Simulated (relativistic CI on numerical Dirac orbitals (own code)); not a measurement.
## Eu I: q coefficients and field-shift factors

Calculated at this level of theory: Dirac-Coulomb-Breit CI, KLI orbitals optimised for each configuration, valence Slater integrals scaled by 0.85, P86 correlation energy added to each configuration, derivatives by finite differences, QED left out (own radial code, finite nucleus).

CI space (outside the closed core [Xe] 6s2): 4f7. The list is cut by size and lacks configurations that can hold low levels.

With x = (α/α₀)² − 1 an excitation energy changes as ω = ω₀ + qx; K = 2q/ω₀ is the relative enhancement. Terms are leading LS components, so labels can repeat. The field-shift factor is F = δν/δ⟨r²⟩ for the transition from the lowest level.

Lowest level 4f7 8S°_7/2.

| Level | ω₀ (cm⁻¹) | q (cm⁻¹) | K | F (GHz/fm²) |
| --- | --- | --- | --- | --- |
| 4f7 6P°_7/2 | 27630.9 | -4343 | -0.314 | 0.986 |
| 4f7 6P°_5/2 | 28067.9 | -3587 | -0.256 | 1.01 |
| 4f7 6P°_3/2 | 28502.8 | -2852 | -0.2 | 1.02 |
| 4f7 6I°_7/2 | 30094.1 | -3868 | -0.257 | 1.09 |
| 4f7 6I°_9/2 | 30385.8 | -3265 | -0.215 | 1.09 |
| 4f7 6I°_17/2 | 30522.0 | -2883 | -0.189 | 1.04 |
| 4f7 6I°_11/2 | 30627.1 | -2784 | -0.182 | 1.08 |
| 4f7 6I°_15/2 | 30769.2 | -2452 | -0.159 | 1.06 |
| 4f7 6I°_13/2 | 30772.8 | -2488 | -0.162 | 1.08 |
| 4f7 6D°_9/2 | 34328.9 | -3429 | -0.2 | 1.19 |
| 4f7 6D°_1/2 | 34979.7 | -2196 | -0.126 | 1.23 |
| 4f7 6D°_7/2 | 35111.4 | -2164 | -0.123 | 1.22 |
| 4f7 6D°_3/2 | 35184.7 | -1859 | -0.106 | 1.24 |

Correlation outside the listed configurations is missing or only estimated: errors of thousands of cm⁻¹ between configurations and terms are usual at this charge. Rates and lifetimes follow the computed energies and can be off by large factors. The fine structure of a lone outer electron comes out too small, for d and f at times inverted, and misplaced configurations move strength between like terms.
